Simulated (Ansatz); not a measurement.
`C=C[CH2][InH2]` → `C=[CH][InH2]` + `[CH2]` (triplet)  (formal loss of a carbene)

Computed with Ansatz on PBE0-D4/def2-TZVP structures; ΔE is electronic, products minus reactants. CCSD(T)/CBS adds triple-zeta CCSD(T) − MP2 to the extrapolated MP2 energy (def2 sets, frozen cores). This one scheme is used for every species. DFT in def2-TZVPP. Triplets are unrestricted, without spin–orbit coupling. def2 core potentials past Kr. For In outer-core shells are correlated without core-valence functions, which leaves a few kJ/mol of doubt a bond. Each species was taken in one conformer, which may not be the lowest.

`C=C[CH2][InH2]`:

Cartesian coordinates in Å:
```
C -1.505 -0.096 0.291
C -0.618 -0.010 -0.722
C 0.565 0.854 -0.762
In 1.392 -0.526 0.750
H -1.496 0.610 1.117
H -2.300 -0.830 0.276
H -0.703 -0.744 -1.523
H 0.442 1.830 -0.298
H 1.059 0.911 -1.726
H 1.894 -2.087 0.249
H 1.270 0.087 2.348
```

`C=[CH][InH2]`:

Z-matrix (Å, degrees):
```
C
C 1 1.332
H 1 1.089 2 122.4
H 1 1.088 2 122.2 3 -180.0
In 2 2.135 1 121.1 3 180.0
H 2 1.089 1 117.6 3 0.0
H 5 1.724 2 122.0 1 -179.9
H 5 1.728 2 115.9 1 0.1
```

`[CH2]` (triplet):

Cartesian coordinates in Å:
```
C -0.135 0.240 -0.016
H 0.279 0.061 0.964
H -0.145 -0.301 -0.949
```

Is it downhill or uphill in electronic energy at CCSD(T)/CBS, and by how much? (Estimate.)

Computed: Uphill: ΔE = +453.4 kJ/mol.

What do these levels give: r2SCANh-D4, BHLYP-D4, BLYP, r2SCAN, HF/def2-SVP, MP2/def2-SVP, CCSD(T)/def2-SVP, HF/def2-TZVPP, MP2/def2-TZVPP, CCSD(T)/def2-TZVPP, MP2/def2-QZVPP, CCSD/CBS(def2)? (Estimate.)

Computed: r2SCANh-D4 432.2, BHLYP-D4 423.9, BLYP 423.6, r2SCAN 433.4, HF/def2-SVP 282.4, MP2/def2-SVP 438.1, CCSD(T)/def2-SVP 423.6, HF/def2-TZVPP 278.2, MP2/def2-TZVPP 456.5, CCSD(T)/def2-TZVPP 435.6, MP2/def2-QZVPP 466.7, CCSD/CBS(def2) 438.0 kJ/mol.

What do rigid-rotor, harmonic-oscillator terms from PBE0-D4/def2-TZVP frequencies (298.15 K, 1 bar) make of the CCSD(T)/CBS value? (An estimate is asked.)

The calculation gave: ΔZPE = -29.3 kJ/mol, ΔH = +431.5 kJ/mol, ΔS = 171 J/(mol·K), ΔG = +380.6 kJ/mol. Open shells count their whole term as degenerate.

Largest T1 diagnostic among the species: 0.013.

From r2SCAN to r2SCAN0 (25 % exact exchange), in def2-TZVPP and without D4, ΔE moves by −7.7 kJ/mol. The D4 term adds +12.8 kJ/mol with B3LYP and +6.7 kJ/mol with PBE0; it sums over pairs of atoms, weighted by their polarisabilities, and B3LYP, whose exchange is more repulsive, gets the larger term.

B3LYP here is the variant with VWN-RPA as its local correlation; programs differ in this.
